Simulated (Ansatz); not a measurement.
```yaml
crystal:
  periodic: [false, false, false]
  atoms:
    - {symbol: F, position_ang: [-2.107747, 0.700048, -1.031306]}
    - {symbol: Hf, position_ang: [-0.070255, 0.023436, -0.034327]}
    - {symbol: S, position_ang: [2.164612, 1.970164, -0.679049]}
    - {symbol: S, position_ang: [-0.323541, -0.124014, 2.984661]}
    - {symbol: S, position_ang: [0.777619, -2.715470, -1.024080]}
    - {symbol: H, position_ang: [1.121657, 3.279336, -0.472829]}
    - {symbol: H, position_ang: [-1.860308, -0.805646, 2.850704]}
    - {symbol: H, position_ang: [0.297976, -2.327854, -2.593762]}
basis:
  gaussian: {orbitals: def2-mTZVPP}
hamiltonian: {xc: {name: HF}}
correlation: {method: mp2, frozen_orbitals: {F: 0}}
```

```sh
$ ansatz run in.yaml --threads 4 --pin off --events-out ev --progress --plain --max-ram 10444MiB
```

Output, abridged:

```
Functional definition: HF
Error: "frozen_orbitals" has no count for Hf
```

Q: What is wrong with this run?

A: Frozen orbitals are typed for one element alone, and the program wants a count for each. The program refused the input.
